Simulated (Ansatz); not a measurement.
Computed with Ansatz on PBE0-D4/def2-TZVP structures; ΔE is electronic, products minus reactants. CCSD(T)/CBS adds triple-zeta CCSD(T) − MP2 to the extrapolated MP2 energy (def2 sets, frozen cores). This one scheme is used for every species. DFT in def2-TZVPP. One conformer a species, not always the lowest.

Consider the ligand exchange at the Si–C bond: `O=C/N=C\[SiH3]` + `NN` → `NN[SiH3]` + `C=NC=O`.

| level | ΔE (kJ/mol) |
| --- | --- |
| PBE | -46.9 |
| MP2/def2-SVP | -55.2 |

(1) What does CCSD(T)/CBS give? (An estimate is asked.)

Largest T1 diagnostic among the species: 0.017.

## Answers

(1) Ansatz gave: -49.7 kJ/mol. The listed levels differ from it by 2.8, -5.5 kJ/mol.

Leaving LDA and LC-ωPBE aside and taking each functional with its dispersion term where it has one, the values, not all of them listed here, spread over 13.0 kJ/mol, from BHLYP-D4 to revPBE-D4. The D4 term adds +3.4 kJ/mol with B3LYP and +1.9 kJ/mol with PBE0; it sums over pairs of atoms, weighted by their polarisabilities, and B3LYP, whose exchange is more repulsive, gets the larger term.

B3LYP here is the variant with VWN-RPA as its local correlation; programs differ in this.
